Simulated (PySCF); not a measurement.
**Dipole response of Ti³⁺ (titanium, charge +3)**

[Ar] 3d1, 2D determinant. All numbers are calculated (PySCF 2.14, the spin-free X2C one-electron Hamiltonian (Gaussian nucleus), in aug-cc-pVTZ-DK). Coupled (time-dependent) response in atomic units; α is the mean over directions.

```csv
method,mean α (bohr³),"α xx, yy, zz",C₆ (like pair),S(−4)
M06-L,2.273,"2.457, 2.457, 1.905",5.843,1.828
```

S(−4) is the Cauchy moment in α(ω) = α(0) + S(−4) ω² + …

α(iu) at M06-L:

| u (hartree) | α(iu) (bohr³) |
| --- | --- |
| 0 | 2.273 |
| 0.0500 | 2.269 |
| 0.100 | 2.255 |
| 0.200 | 2.206 |
| 0.300 | 2.134 |
| 0.500 | 1.961 |
| 0.750 | 1.734 |
| 1.00 | 1.519 |
| 1.50 | 1.151 |
| 2.00 | 0.8746 |
| 3.00 | 0.5329 |
| 5.00 | 0.2470 |

For an ion, C₆ is the dispersion term alone; charge-induced terms of lower order in 1/R come first.

The components differ because the open shell of this determinant is not spherical; for a pure term their mean is the scalar polarisability.
